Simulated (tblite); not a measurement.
Compound: C3H8ClOSi (doublet state).
SMILES with atom numbers: `[CH3:1][CH2:2][O:3][SiH2:4][CH:5][Cl:6]` (hydrogens: H7, H8, H9 on C1; H10, H11 on C2; H12, H13 on Si4; H14 on C5)

Geometry (GFN2-xTB, Å), atoms numbered from 1 in this order:
```
atom  x, y, z in Å
C1    -1.892   -0.292   -1.399
C2    -1.255    0.427   -0.219
O3     0.046   -0.049   -0.032
Si4    1.129    0.394    1.085
C5     2.539   -0.711    0.613
Cl6    3.989   -0.674    1.470
H7    -1.307   -0.115   -2.298
H8    -2.904    0.070   -1.554
H9    -1.920   -1.361   -1.208
H10   -1.226    1.509   -0.402
H11   -1.842    0.258    0.692
H12    0.641    0.143    2.448
H13    1.466    1.821    0.981
H14    2.535   -1.419   -0.200
```

Computed values, GFN2-xTB/tblite, gas phase, harmonic and unscaled. Errors from tens to a few hundred cm⁻¹ against measured bands are possible. Modes of hydrogen on silicon can be 10 to 20 % off. One conformer, not necessarily the lowest. Open shells enter through the occupations alone, without spin polarisation, and single modes of such species can be off by tens of per cent.

Harmonic wavenumbers (cm⁻¹): 33.3, 64.3, 74.6, 94.8, 202.6, 215.3, 230.5, 321.1, 369.3, 507.8, 583.7, 702.8, 754.3, 781.6, 828.0, 836.3, 942.1, 1005.6, 1097.7, 1145.4, 1160.8, 1179.8, 1266.7, 1347.2, 1399.6, 1475.8, 1491.8, 1494.3, 2157.9, 2210.7, 2883.9, 2911.6, 3046.3, 3046.8, 3050.0, 3067.0.

A = 9389, B = 770.0, C = 723.9 MHz; mass 123.003 u (most abundant isotopes); point group Cs, symmetry number 1; spin multiplicity 2.

**Question.** What is the zero-point energy?

**Answer.** Half the sum of the wavenumbers: 21991 cm⁻¹ = 62.87 kcal/mol.

**Question.** Give the ideal-gas entropy at 350 K and 1 bar in the rigid-rotor, harmonic-oscillator model (classical rotation).

**Answer.** Translation 41.16, rotation 28.99, vibration 32.91, spin (R ln 2) 1.38: S = 104.4 cal/(mol K).

**Question.** And Cp and H(350 K) − H(0)?

**Answer.** Cp = 36.07 cal/(mol K), of which vibrations give 28.12 (their classical limit is 36 R = 71.5); H(350 K) − H(0) = 8.28 kcal/mol without the zero-point energy, 5.49 from vibrations.

**Question.** What must be added to the electronic energy to get the Gibbs energy at 350 K and 1 bar?

**Answer.** ZPE + [H(350 K) − H(0)] − T·S = 62.87 + 8.28 − 36.55 = 34.60 kcal/mol.

**Question.** How do the functions run with temperature in this model?

**Answer.** 
```
 T (K)  S (cal/(mol K))  Cp (cal/(mol K))  H − H(0) (kcal/mol)  G − H(0) (kcal/mol)  ln q(vib)
   150             80.4              22.5                 2.42                -9.65       3.76
   250             93.5              29.3                 5.00               -18.37       6.33
298.15             98.9              32.6                 6.50               -23.00       7.47
   400            109.5              39.2                10.16               -33.62       9.77
   600            127.4              49.4                19.08               -57.36      13.96
   900            149.5              59.3                35.50               -99.01      19.59
```

q(vib) and H(0) count from the zero-point level.

Hindered rotation and anharmonicity are outside this model. Other conformers, if any are populated, would add a mixing term that is left out.
